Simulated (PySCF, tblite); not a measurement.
Isomers of C6H15NOSi, one GFN2-xTB conformer each. Single-point energies are computed at PBE0/pcSseg-1 (PySCF, gas phase, no added dispersion term), electronic only.

```tsv
SMILES	GFN2-xTB relative energy (kcal/mol)
C/C=C/[Si@H](COC)NC	37.8
CCC/C(=N/[SiH3])[C@H](C)O	6.0
C[Si]1(C)C[C@@H](CN)CO1	0.0
```

Conformers: `[CH3:1]/[CH:2]=[CH:3]/[Si@H:4]([CH2:5][O:6][CH3:7])[NH:8][CH3:9]` with C2–C3–Si4–C5 -104°, C3–Si4–C5–O6 -174°, Si4–C5–O6–C7 -178°, C3–Si4–N8–C9 -60°; `[CH3:1][CH2:2][CH2:3]/[C:4](=[N:5]/[SiH3:6])[C@H:7]([CH3:8])[OH:9]` with C1–C2–C3–C4 -69°, C2–C3–C4–N5 93°, C3–C4–C7–C8 -91°, C4–C7–O9–H -56°; `[CH3:1][Si:2]1([CH3:3])[CH2:4][C@@H:5]([CH2:6][NH2:7])[CH2:8][O:9]1` with C4–C5–C6–N7 -66°, C5–C6–N7–H 59° and -59°, C1–Si2–C4–C5 133°, Si2–C4–C5–C6 -156°, C4–C5–C8–O9 39°, C5–C8–O9–Si2 -26°.

Task: What does PBE0/pcSseg-1 give for the same structures?

Result: 
| SMILES | PBE0/pcSseg-1 E (Eh) | PBE0/pcSseg-1 (kcal/mol) | GFN2-xTB (kcal/mol) | point group |
| --- | --- | --- | --- | --- |
| C[Si]1(C)C[C@@H](CN)CO1 | -656.58964 | 0.0 | 0.0 | C1 |
| CCC/C(=N/[SiH3])[C@H](C)O | -656.51463 | 47.1 | 6.0 | C1 |
| C/C=C/[Si@H](COC)NC | -656.50862 | 50.8 | 37.8 | C1 |

Both levels put the same isomer lowest; measured from each level's own lowest isomer, the values differ by up to 41.1 kcal/mol (CCC/C(=N/[SiH3])[C@H](C)O: 6.0 against 47.1). As drawn, the lowest has an Si–O bond, which the highest lacks; the highest has a C=C bond outside aromatic rings, which the lowest lacks.

Task: Which frontier levels, dipoles and rotational constants go with these structures?

Result: 
| SMILES | HOMO (eV, PBE0/pcSseg-1) | LUMO (eV) | dipole (D) | A, B, C (MHz) |
| --- | --- | --- | --- | --- |
| C[Si]1(C)C[C@@H](CN)CO1 | -6.69 | 1.13 | 1.43 | 2442, 767.0, 737.1 |
| CCC/C(=N/[SiH3])[C@H](C)O | -6.59 | -0.59 | 2.66 | 1567, 1013, 748.9 |
| C/C=C/[Si@H](COC)NC | -6.42 | -0.05 | 0.92 | 1744, 670.1, 507.7 |

Task: What happens when harmonic zero-point energies from GFN2-xTB frequencies are added?

Result: 
| SMILES | ZPE (kcal/mol) | electronic (kcal/mol) | with ZPE (kcal/mol) |
| --- | --- | --- | --- |
| C[Si]1(C)C[C@@H](CN)CO1 | 129.2 | 0.0 | 0.0 |
| CCC/C(=N/[SiH3])[C@H](C)O | 123.8 | 47.1 | 41.6 |
| C/C=C/[Si@H](COC)NC | 125.0 | 50.8 | 46.6 |

The zero-point energies span 5.4 kcal/mol. The order is unchanged.
